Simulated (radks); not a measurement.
Values are calculated unless marked as measured or tabulated.
Question: Numerical settings for neutral iridium, [Xe] 4f14 5d7 6s2. Code: a radial shooting solver on a logarithmic mesh with Libxc functionals. Model: Dirac Kohn-Sham, LDA (Slater exchange, Perdew-Wang correlation), spin-unpolarised, spherical densities, point nucleus; open shells fill j = l - 1/2 first. The defaults (mesh step 0.008 in ln r, mesh end at 40 bohr or more with all orbitals vanishing there, Anderson mixing 0.5 over 9 steps, residual threshold near 1e-9 with the energy settled to 1e-9 hartree or 1e-11 of itself, here a cap of 53 iterations) give E = -17847.983 hartree and 6s1/2 at -6.547 eV in 15 iterations. Run on one thread of a shared host, so times are rough (Arm Neoverse N1): 0.25 s of CPU time, 0.25 s wall, 15 iterations on 2728 mesh points. One setting is changed at a time: mesh step in ln r 0.12; mesh step in ln r 0.003; mesh step in ln r 0.05; mesh end (bohr) 1; mesh end (bohr) 5; residual threshold 0.001; residual threshold 0.01; mixing 1.5; linear mixing, mixing 0.2; linear mixing, mixing 0.8; mixing history 3; iteration cap 8. Which runs fail to converge, and which converge to a wrong energy?

Answer: Not converged within the cap: mesh step in ln r 0.12; linear mixing, mixing 0.2; linear mixing, mixing 0.8; iteration cap 8. Settled on a wrong energy, with an occupied level pushed above zero by the early mesh end: mesh end (bohr) 1 (+330 hartree). Apart from these: settings that end as converged yet miss the energy by more than 1 mhartree: mesh end (bohr) 5 (+0.108 hartree).
